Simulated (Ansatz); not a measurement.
Consider the ligand exchange at the Si–C bond: `CC([SiH3])=S` + `NBS` → `[SiH3]NBS` + `CC=S`.

Computed with Ansatz on PBE0-D4/def2-TZVP structures; ΔE is electronic, products minus reactants. CCSD(T)/CBS adds triple-zeta CCSD(T) − MP2 to the extrapolated MP2 energy (def2 sets, frozen cores). DFT in def2-TZVPP. B3LYP here is the variant with VWN-RPA as its local correlation; programs differ in this. Each species was taken in one conformer, which may not be the lowest.

```
             level  ΔE (eV)
        r2SCAN0-D4    -0.51
           ωB97M-V    -0.51
            revPBE    -0.43
             B3LYP    -0.54
      MP2/def2-SVP    -0.49
CCSD(T)/def2-TZVPP    -0.54
     HF/def2-QZVPP    -0.70
    CCSD/CBS(def2)    -0.55
```

Q: What does CCSD(T)/CBS give? (An estimate is asked.)

A: Ansatz gave: -0.52 eV. The listed levels differ from it by 0.01, 0.01, 0.09, -0.02, 0.03, -0.02, -0.18, -0.03 eV.

Largest T1 diagnostic among the species: 0.016.

The D4 term adds +0.03 eV with B3LYP and +0.02 eV with PBE0; it sums over pairs of atoms, weighted by their polarisabilities, and B3LYP, whose exchange is more repulsive, gets the larger term. In def2-TZVPP, CCSD(T) changes the Hartree–Fock value by +0.15 eV (the triples alone add +0.03 eV) and MP2 by +0.16 eV. From BLYP to BHLYP (50 % exact exchange), in def2-TZVPP and without D4, ΔE moves by −0.10 eV.
